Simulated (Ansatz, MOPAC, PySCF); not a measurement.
System: BBr2, net charge 1, singlet state. SMILES of the parent species: Br[B]Br
Structure (B3LYP-D3(BJ)/def2-TZVP (Ansatz, a program for electronic structure) minimum search):
```xyz
3

Br     0.0000     0.0000    -1.7665
B      0.0000     0.0000     0.0000
Br     0.0000     0.0000     1.7665
```
Charge +1, spin multiplicity 1.

Unscaled harmonic wavenumbers (cm⁻¹) in rising order, each level at the stationary point that it reaches from this structure (no distance between atoms moves by over 0.3 Å); the order of modes can differ between levels, and a negative number is imaginary. B3LYP-D3(BJ)/def2-TZVP (PySCF, at the structure above): 277, 277, 331, 1261.

PM7 (MOPAC): 215, 215, 317, 1125. Zero-point energy 2.7 against 3.1 kcal/mol; where all levels lie over 400 cm⁻¹, the wavenumbers are on average 0.892 times those of B3LYP-D3(BJ)/def2-TZVP.

HF/3-21G (Ansatz): 254, 254, 311, 1207. Zero-point energy 2.9 against 3.1 kcal/mol; where all levels lie over 400 cm⁻¹, the wavenumbers are on average 0.958 times those of B3LYP-D3(BJ)/def2-TZVP.

HF/6-31G* with LANL2DZ past Ar (Ansatz): 279, 279, 329, 1229. Zero-point energy 3.0 against 3.1 kcal/mol; where all levels lie over 400 cm⁻¹, the wavenumbers are on average 0.975 times those of B3LYP-D3(BJ)/def2-TZVP.
